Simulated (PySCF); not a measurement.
Cd(Me)(OSiH3) (CH6CdOSi), SMILES [CH3][Cd][O][SiH3].

Geometry: PBE0-D3(BJ)/def2-SVP. The structure was generated by enumeration; whether it is a known compound was not checked. The def2 effective core potentials stand for the cores of Cd; spin–orbit coupling is left out. Other conformers were not sampled.

The numbers are results of PySCF with ωB97X/def2-TZVP, not measurements.

Computed frontier levels, gap, dipole moment and polarisability:
```
Item                                                                                                           Result
---------------------------------------------------------------------------------------------  ----------------------
highest occupied level                                                                                      -10.22 eV
lowest empty level                                                                                            1.03 eV
orbital gap                                                                                                  11.26 eV
dipole moment                                                                                                  3.08 D
quadrupole, principal values (traceless, Buckingham form, about the centre of nuclear charge)   -7.77, 3.40, 4.37 D·Å
mean static polarisability                                                                      70.1 bohr³ (10.39 Å³)
polarisability, principal values                                                               58.0, 58.0, 94.4 bohr³
```
